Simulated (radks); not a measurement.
The numbers below are computed, except where a source is named.
Question: The calcium ion Ca+, [Ar] 4s1. Level of theory: non-relativistic Kohn-Sham, PBE, spin-polarised, spherical densities, point nucleus (a radial shooting solver on a logarithmic mesh with Libxc functionals). Every spin shell is full or empty, so the densities are truly spherical. Functionals are evaluated on that one density, not self-consistently. Rank these orbital-free kinetic functionals by their error against the exact value of the orbitals, and give that value: Thomas-Fermi, von Weizsacker, TF + vW, TF + vW/9, TF + vW/5, APBEK, revAPBEK, Perdew 92, Thakkar, Pearson, LKT, PG1, DePristo-Kress, Ernzerhof.

Answer: Exact: 676.466 hartree. From best to worst, with 100 (|E| - |E exact|)/|E exact| (equal figures are ties): DePristo-Kress +0.02, Ernzerhof -0.11, Thakkar -0.20, APBEK +0.20, revAPBEK +0.52, Perdew 92 -0.63, TF + vW/9 -0.64, Pearson -1.40, TF + vW/5 +4.40, Thomas-Fermi -6.94, PG1 +22.46, LKT +27.96, von Weizsacker -43.31, TF + vW +49.75.
